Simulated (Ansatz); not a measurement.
A structure relaxed at PBE0-D4/def2-TZVP, charge 0, multiplicity 1:

Cartesian coordinates in Å:
```
C -0.7203 1.4852 0.3520
N -0.3048 0.1083 0.2324
C -1.0204 -0.7858 1.1109
Si 1.1217 -0.3826 -0.5579
O 1.3586 0.7512 -1.7238
O 0.9541 -1.9140 -1.1234
H -0.1590 2.1134 -0.3388
H -1.7865 1.5890 0.1123
H -0.5741 1.8696 1.3718
H -0.9007 -0.5059 2.1672
H -2.0957 -0.7751 0.8890
H -0.6647 -1.8108 0.9920
H 2.3467 -0.4874 0.2740
H 2.2491 0.8224 -2.0696
H 0.1958 -2.0775 -1.6880
```

(1) Give its formula and SMILES.

(2) Point group (tolerance 0.08 Å, 0.16 Å for H)?

(3) Summarise the bond lengths by kind.

## Answers

(1) C2H9NO2Si, `CN(C)[SiH](O)O`.

(2) C1.

(3) 2 × C–N 1.443 Å; 6 × C–H 1.089 to 1.100 Å; 1 × N–Si 1.703 Å; 2 × O–Si 1.641 to 1.644 Å; 1 × H–Si 1.484 Å; 2 × H–O 0.958 to 0.959 Å.

Computed with Ansatz.
